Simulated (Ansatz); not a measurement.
A nudged elastic band was laid between two geometries of FGaH$_{2}$OS (6 atoms, charge 0, multiplicity 1).

All numbers below come from Ansatz 0.2.0, RKS PBE-D4/def2-SVP.

```
movable images  : 6
climbing image  : no
spring          : 5.0 eV/Å²
optimiser       : quadratic models (default)
start path      : IDPP
force threshold : 0.05 eV/Å
iteration limit : 60
end points      : relaxed
```

First end point:

```xyz
6
Properties=species:S:1:pos:R:3
O 1.091 -0.247 -1.234
Ga 0.331 -0.435 0.377
F 1.167 -1.562 1.438
S -1.481 0.547 1.163
H 0.608 0.385 -1.798
H -1.674 1.247 0.008
```

Last end point:

```xyz
6
Properties=species:S:1:pos:R:3
O 1.215 -0.253 -1.473
Ga 0.266 -0.233 0.044
F 0.881 -1.288 1.316
S -1.545 0.947 0.478
H 0.833 0.342 -2.145
H -1.609 0.420 1.734
```

(1) What changes between the two ends?

(2) Give the energies along the band, and the barrier.

(3) What is the geometry of the highest image?

Answers

(1) No bond is made or broken. The dihedral F3–Ga2–S4–H6 goes from 180 to 0°.

(2) It converged. The highest image is number 3 of 0 to 7, 0.124 eV above the first end and 0.165 eV above the last; the last end lies 0.041 eV below the first. No image climbed, so the highest image needn't sit at the top of the path.

| image | path coordinate (Å) | energy (eV) | dihedral F3–Ga2–S4–H6 (°) |
| --- | --- | --- | --- |
| 0 | 0.00 | 0.000 | 180 |
| 1 | 0.43 | 0.024 | 156 |
| 2 | 0.87 | 0.083 | 130 |
| 3 | 1.30 | 0.124 | 103 |
| 4 | 1.74 | 0.112 | 76 |
| 5 | 2.17 | 0.053 | 50 |
| 6 | 2.61 | -0.013 | 24 |
| 7 | 3.04 | -0.041 | 0 |

(3) 
```xyz
6
Properties=species:S:1:pos:R:3:forces:R:3
O 0.656 -0.910 -1.361 -0.04 0.04 0.02
Ga 0.281 -0.378 0.310 0.03 -0.01 0.00
F 1.465 -0.959 1.479 -0.02 0.00 0.00
S -1.457 0.843 0.974 0.02 -0.01 0.02
H -0.056 -0.637 -1.971 0.01 0.00 -0.01
H -0.846 1.977 0.524 0.00 -0.01 -0.03
```

The run took 87 s on 1 thread of Arm Neoverse V1 (shared host), peak memory 0.12 GiB.
